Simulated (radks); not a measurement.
Q: These are the eigenvalues of the occupied orbitals of an atom or ion with whole-number occupations (hartree). Method: scalar-relativistic Kohn-Sham, SCAN, spin-polarised, spherical densities, finite nucleus; meta-GGA in the generalised Kohn-Sham scheme; Fermi nuclear charge, rms radius of each element as measured or else 0.836 A^(1/3) + 0.57 fm; computed with a radial shooting solver on a logarithmic mesh with Libxc functionals.

| orbital | eigenvalue |
|---|---|
| 1s down | -513.1726 |
| 1s up | -513.1725 |
| 2s up | -86.72203 |
| 2s down | -86.71294 |
| 2p up | -79.15476 |
| 2p down | -79.14821 |
| 3s up | -27.74149 |
| 3s down | -27.73310 |
| 3p up | -25.25850 |
| 3p down | -25.25057 |
| 6d up | -4.33415 |

Which element is it, and in what charge state? The configuration may be excited. Open shells, if any, are filled with parallel spins first.

A: Z = 35, bromine, charge +16: Br16+ in [Ar] 6d1. The list shows which subshells hold electrons but not how many an open one holds; the 1s level, -513.17 hartree, gives Z - s = 32.0 by -(Z - s)^2/2, which with screening and relativity narrows Z to a few neighbours, and the depths of the outer levels then fix element, charge and occupations together.
